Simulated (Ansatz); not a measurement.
Relaxation of C$_{2}$H$_{4}$AlN (8 atoms, charge 0, multiplicity 1), to a largest force component of 0.015 eV/Å in at most 40 steps.

All numbers below come from Ansatz 0.2.0, RKS PBE0-D4/6-31G.

```xyz
8
Properties=species:S:1:pos:R:3:forces:R:3
C 0.947 1.883 -1.154 1.51 3.25 -3.38
C 0.472 1.138 -0.358 -1.62 -2.71 2.95
Al -0.237 -0.125 0.931 0.34 -0.19 0.37
N -0.687 -1.854 0.378 -1.46 1.86 -1.29
H 1.271 2.612 -1.894 -0.05 -0.63 0.59
H -0.298 0.298 2.485 -0.09 0.01 -0.20
H 0.084 -2.302 -0.092 0.32 -0.72 -0.22
H -1.460 -1.708 -0.351 1.05 -0.87 1.17
```

Q: Where does it end, and by what steps?

A: It converged. Limits of this set-up: no polarisation functions. After 12 steps the energy has fallen by 0.988 eV; H8 moved furthest, 1.36 Å.

```tsv
step	energy less start (eV)	largest force component (eV/Å)	accepted
0	0.0000	3.376	yes
1	-0.2744	1.534	yes
2	-0.3678	1.320	yes
3	-0.4341	0.965	yes
4	-0.5387	0.784	yes
5	-0.6538	1.034	yes
6	-0.8149	0.643	yes
7	-0.9187	0.397	yes
8	-0.9744	0.204	yes
9	-0.9877	0.035	yes
10	-0.9876	0.065	no
11	-0.9880	0.016	yes
12	-0.9881	0.001	yes
```

```xyz
8
Properties=species:S:1:pos:R:3
C 1.099 1.975 -1.147
C 0.554 1.174 -0.399
Al -0.305 -0.054 0.802
N -0.629 -1.702 0.194
H 1.574 2.673 -1.799
H -0.737 0.325 2.291
H -0.387 -2.021 -0.734
H -1.076 -2.427 0.737
```

Whether the end is a true minimum wasn't checked by a vibrational analysis.

Run time: 31 s on 1 thread of Arm Neoverse V1, on a shared host, peak memory 0.13 GiB.
